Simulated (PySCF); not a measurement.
CH4BrGaO. Atoms are numbered in the order given.

```xyz
8

Ga     0.0591    -0.7688     0.0000
Br    -0.1078     1.5474     0.0000
C     -1.4883    -1.9632     0.0000
H     -2.1042    -1.7731     0.8916
H     -1.1517    -3.0095     0.0000
H     -2.1042    -1.7731    -0.8916
O      1.7267    -1.4072     0.0000
H      2.4180    -0.7319     0.0000
```
Charge 0, spin multiplicity 1.

The structure is a stationary point at B3LYP-D3(BJ)/def2-SVP. The structure was generated by enumeration; whether it is a known compound was not checked. Other conformers were not sampled.

The numbers are results of B3LYP-D3(BJ)/def2-SVP (PySCF), not measurements.

Frequencies are harmonic and unscaled.

Computed normal modes with their intensities:
```csv
mode,ν (cm⁻¹),IR (km/mol),Raman (Å⁴/amu),depolarisation,moving atoms (share of kinetic energy)
1,24,0.2,0.0,–,H 98 %
2,116,2.7,2.5,0.69,"C 39 %, H 22 %, Ga 20 %, Br 13 %"
3,146,5.0,0.0,–,"Ga 44 %, O 22 %, H 16 %, C 15 %"
4,161,14.0,2.5,0.59,"O 59 %, H 16 %, Br 10 %, C 8 %"
5,284,33.1,7.4,0.18,"Br 48 %, Ga 45 %"
6,398,118.9,0.8,0.75,"H 91 %, O 9 %"
7,576,19.8,21.6,0.16,"C 62 %, H 18 %, Ga 15 %"
8,709,95.9,6.1,0.25,"O 75 %, Ga 19 %"
9,732,15.9,0.0,–,"H 82 %, C 17 %"
10,752,12.7,0.4,0.27,"H 80 %, C 14 %"
11,813,153.3,2.7,0.75,H 88 %
12,1220,2.4,7.2,0.16,"H 81 %, C 19 %"
13,1427,1.9,9.8,0.75,H 96 %
14,1429,4.1,9.2,0.75,H 95 %
15,3045,1.8,137.2,0.00,H 97 %
16,3145,1.0,79.2,0.75,"H 91 %, C 9 %"
17,3159,1.1,103.3,0.72,"H 90 %, C 10 %"
18,3844,66.4,110.5,0.27,H 94 %
```
